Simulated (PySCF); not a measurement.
Fill in the blanks.

Species: C2H13NOSi3.
Z-matrix (Å and degrees, GFN2-xTB geometry), rows numbered from 1:
```
C 
C   1  1.5244
Si  2  1.8986  1  112.43
O   3  1.6139  2  110.22  1   178.97
Si  4  1.6317  3  163.28  2    61.97
Si  5  2.2970  4  109.18  3    40.32
N   6  1.7268  5  108.21  4   -36.22
H   1  1.0878  2  110.60  3    60.98
H   1  1.0877  2  110.54  3   -58.48
H   1  1.0890  2  111.27  3  -178.79
H   2  1.0923  1  109.00  3   121.95
H   2  1.0926  1  109.01  3  -122.62
H   3  1.4626  2  112.09  1    62.08
H   3  1.4714  2  110.49  1   -62.71
H   5  1.4679  4  102.71  3   162.28
H   5  1.4686  4  104.86  3   -85.36
H   6  1.4696  5  114.46  4  -150.76
H   6  1.4816  5  112.83  4    89.36
H   7  1.0078  6  119.92  5  -177.59
H   7  1.0075  6  118.65  5    42.89
```

```csv
property,level,value
point group of the GFN2-xTB geometry,GFN2-xTB,C1
"rotational constants A, B, C of the GFN2-xTB geometry",GFN2-xTB,?
dipole moment,PBE0/pcSseg-1,?
HOMO energy,PBE0/pcSseg-1,?
LUMO energy,PBE0/pcSseg-1,-0.60 eV
13C chemical shifts (computed TMS as zero) by class,GIAO PBE0/pcSseg-1,?
1H chemical shifts (computed TMS as zero) by class,GIAO PBE0/pcSseg-1,"5.56 (H15/H16), 5.04 (H13/H14), 4.97 (H17/H18), 1.08 (H11/H12), 0.93 (H8/H9/H10), -0.05 (H19/H20) ppm"
"isotropic shieldings of nuclei other than C and H, by class",GIAO PBE0/pcSseg-1,"274 (N7), 334 (O4), 369 (Si3), 380 (Si5), 411 (Si6) ppm"
```

Electronic properties: PySCF, gas phase, density fitting. One conformer (not necessarily the lowest) at the GFN2-xTB geometry, without solvent or vibrations. NMR classes are plain means over equivalent atoms (diastereotopic ones count apart unless rotation or inversion swaps them), as if these changed places fast; in this geometry the members of some classes differ.

Problem. What are the rotational constants A, B, C of the GFN2-xTB geometry?

Solution. 2.355, 0.667, 0.574 GHz.

Problem. Give the 13C chemical shifts (computed TMS as zero) by class.

Solution. 11.0 (C2), 6.2 (C1) ppm.

Problem. The dipole moment?

Solution. 1.33 D.

Problem. What is the HOMO energy?

Solution. -7.26 eV.

The dipole equals about 4.4 × 10⁻³⁰ C·m (1 D = 3.33564 × 10⁻³⁰ C·m). A dipole of 1.33 D is allowed in C1, and pure rotational transitions are dipole-allowed. With B = h/(8π²I), that is 505.379 GHz u Å² over I, the principal moments of inertia are 214.6, 758.0 and 881.0 u Å² (most abundant isotopes). The rotational constants make it an asymmetric top with κ = (2B − A − C)/(A − C) = -0.90, nearer the prolate limit (−1).
